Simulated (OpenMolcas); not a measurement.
An OpenMolcas run meant for B⁺ (ANO-R3, X2C; inactive shells 1s; intended active space 2 electrons in 8 orbitals (2s 2p 3s 3p)). One step of its input:

```
&CASPT2
Multistate=3 1 2 3
Frozen=0 0
IPEA=0.25
Shift=3.0
MaxIter=60
WThr=0.0 0.3 0.05
PrWF=0.5
NoMix
```

The run finished. Its levels beside those of a sound run (MS-CASPT2, IPEA 0.25 Eh, imaginary shift 0.1 Eh (closed shells correlated: 1s)), in cm⁻¹ above each run's lowest level:

| Level | This run | Usual run |
| --- | --- | --- |
| 2s² ¹S₀ | 0.0 | 0.0 |
| 2s 2p ³P°₀ | 37754 | 37505 |
| 2s 2p ³P°₁ | 37761 | 37512 |
| 2s 2p ³P°₂ | 37776 | 37527 |
| 2s 2p ¹P°₁ | 77891 | 75108 |
| 2p² ³P₀ | 99484 | 99315 |
| 2p² ³P₁ | 99491 | 99322 |
| 2p² ³P₂ | 99506 | 99337 |
| 2p² ¹D₂ | 108182 | 104471 |

Q: Which setting is unsound, and how much does it matter here?

A: The level shift is far above the usual 0.1 to 0.3 hartree and damps the second-order energy. Against the sound run the excited levels shown move by 970 cm-1 on average and by 3700 cm-1 at most.

Active for correlation alone: 3p 3s; no level in the range computed is led by a configuration that fills them, so any true level of that kind is missing. Levels of configurations outside the active space are missing.

° marks odd parity.
